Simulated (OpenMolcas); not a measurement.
d1 ions of charge +4 down a group with 4 fluoride ligands in tetrahedral coordination

* Program: OpenMolcas 26.06
* Method: SS-CASPT2, IPEA 0.25 Eh, imaginary shift 0.1 Eh
* Spin-orbit coupling: RASSI with atomic mean-field integrals over the reference wave functions

The d shell is active; CASPT2 correlates the ligand valence shells and the outer metal core. Anionic complexes are neutralised by point charges behind the ligands. Distances were set from a Shannon-type radius of the metal (high-spin where two are listed) plus a fixed donor radius (F 1.31 Å). Ligand basis ANO-RCC-VDZP, DKH2 Hamiltonian. States (labels of Td). Energies in cm-1 above the lowest state or level, χT in cm3 K/mol; 10Dq is the gap between the two states; 10Dq is negative for this site. Spin-only χT is S(S+1) / 2 for the spin of the ground state.

```tsv
Ion	Shell	R (Å)	Metal basis	Ground state	First state of that spin	10Dq	First gap with spin-orbit (degeneracies)	χT at 300 K	Spin-only χT
V4+	3d1	1.76	ANO-RCC-VTZP	2E	2T2 11430	-11431	11380 (4, 4)	0.373	0.375
Nb4+	4d1	1.86	ANO-RCC-VTZP	2E	2T2 13380	-13384	13350 (4, 4)	0.342	0.375
```

|10Dq| changes by a factor of 13384 / 11431 = 1.17 from V4+ to Nb4+.

χT departs most from the spin-only value for Nb4+, by -0.033 cm3 K/mol.

Roots that are degenerate in the reference are averaged as groups; the widest CASPT2 spread within a group is 40 cm-1 (the 3-fold group of multiplicity 2 near 11400 cm-1 above the lowest state of its run, V4+). Shifts and gaps below about the spread of the groups concerned are not significant. Over all roots computed the reference weight is 0.75 in V4+; a low but even weight reflects the number of correlated electrons. An orbital doublet at a regular site is open to a Jahn-Teller distortion, which this geometry leaves out. Ligand-to-metal charge-transfer states are missing. With one d shell and no ligand orbital active, 10Dq can be off by a tenth or more. The least metal-like active orbital is 82 % on the metal (Löwdin) and no ligand orbital is active, so the numbers are rough (holds for V4+). The least metal-like active orbital is 73 % on the metal (Löwdin) and no ligand orbital is active, so the numbers are rough (holds for Nb4+). No measured value stands beside these numbers; the geometry is a model, was not optimised and need not be the one that this ion takes.
